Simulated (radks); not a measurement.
The numbers below are computed, except where a source is named.
Problem. Re-, configuration [Xe] 4f14 5d6 6s2. Code: a radial shooting solver on a logarithmic mesh with Libxc functionals. Model: scalar-relativistic Kohn-Sham, PBEsol, spin-polarised, spherical densities, finite nucleus; open shells are filled with parallel spins first (spin-orbit coupling, left out, can overturn this in heavy ions); Fermi nuclear charge, rms radius 5.3698 fm; hard spherical wall at 10 bohr. Some entries of the table are withheld. Estimate them.

orbital  occ.  eigenvalue (hartree)  r(max) (bohr)  <1/r> (bohr^-1)
1s down     1             -2631.314        0.01125            88.69
1s up       1             -2631.314        0.01125            88.69
2s up       1             -456.0048        0.06455            20.75
2s down     1             -455.9986        0.06455            20.75
2p up       3             -398.0680        0.05303            18.75
2p down     3             -398.0629        0.05303            18.75
3s up       1             -105.3245         0.1821            7.688
3s down     1             -105.3224         0.1821            7.688
3p up       3             -88.23313         0.1804            7.084
3p down     3             -88.23071         0.1804            7.084
3d up       5             -68.81715         0.1469            6.689
3d down     5             -68.81288         0.1469            6.689
4s up       1             -21.71918         0.4127            3.274
4s down     1             -21.71347         0.4127            3.274
4p up       3             -16.11008         0.4331            2.971
4p down     3             -16.10463         0.4331            2.971
4d up       5              -9.06517         0.4433            2.648
4d down     5              -9.05865         0.4433            2.648
5s up       1              -2.84442         0.9389            1.289
5s down     1              -2.79112         0.9358            1.298
5p up       3              -1.45135          1.063            1.083
5p down     3              -1.38127          1.058            1.093
4f up       7              -1.24695         0.4166            2.160
4f down     7              -1.23443         0.4165            2.167
6s up       1              -0.00427          2.640           0.3849
6s down     1               0.03859          2.835           0.3460
5d up       5               0.04816            (1)           0.6543
5d down     1               0.12442            (2)           0.6023
6p up       0                   (3)          4.366           0.2438
6p down     0                   (4)          4.994           0.2234
7s up       0               0.20888          6.896           0.2132
7s down     0               0.22327          7.069           0.2261
5f up       0               0.31470          6.985              (5)
5f down     0               0.31593          7.017              (6)

Solution. 
(1) 5d up r(max) (bohr): 1.446
(2) 5d down r(max) (bohr): 1.440
(3) 6p up eigenvalue (hartree): 0.13566
(4) 6p down eigenvalue (hartree): 0.14880
(5) 5f up <1/r> (bohr^-1): 0.1580
(6) 5f down <1/r> (bohr^-1): 0.1564
